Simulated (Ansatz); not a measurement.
CH$_{5}$GaN, charge +1, singlet, at a GFN2-xTB geometry (such geometries of metal compounds can be far from the true shape); BHLYP/STO-3G (Ansatz, a first-principles code).

Input for Ansatz:
Ansatz 0.2 input:
```yaml
crystal:
  periodic: [false, false, false]
  atoms:
    - {symbol: Ga, position_ang: [-0.02078167, -0.04139309, 0.01871991]}
    - {symbol: C, position_ang: [-0.32965711, 1.59034736, -1.18372534]}
    - {symbol: H, position_ang: [-1.18371196, 2.14260301, -0.78054048]}
    - {symbol: H, position_ang: [-0.53325475, 1.22375778, -2.19427313]}
    - {symbol: H, position_ang: [0.58532729, 2.19041600, -1.15293618]}
    - {symbol: N, position_ang: [0.45638313, -1.42157676, 1.12474740]}
    - {symbol: H, position_ang: [0.54897475, -2.36245116, 0.73536416]}
    - {symbol: H, position_ang: [0.01015732, -1.50218645, 2.04118885]}
basis:
  gaussian:
    orbitals: STO-3G
hamiltonian:
  xc: {name: BHLYP}
total_charge: 1
```

Task: Write the output that Ansatz gives for this input, abridged.

Result: 
```
Functional definition: BHLYP
383 factors; integrals over basis functions are off by at most 1.0e-4 eV
mean field evaluation 1: about -54020.6502 eV, gradient 2.0e2 eV
mean field evaluation 2: about -54207.8020 eV, gradient 1.1e2 eV
mean field evaluation 4: about -54329.8807 eV, gradient 2.5e1 eV
mean field evaluation 8: about -54332.4189 eV, gradient 1.9e0 eV
mean field evaluation 16: about -54332.4375 eV, gradient 1.1e-3 eV
mean field -54332.43752471 eV, -1996.6802511843 hartree, gradient 1.5e-5 eV, S^2 0.000000; 0 other end points of the search recorded, 0 dependent functions left out
reference -54332.43766294 eV, -1996.6802562642 hartree; 24, 24 occupied and 9, 9 virtual orbitals, 383 factors
Total energy: -54332.43766294 eV, -1996.6802562642 hartree
```
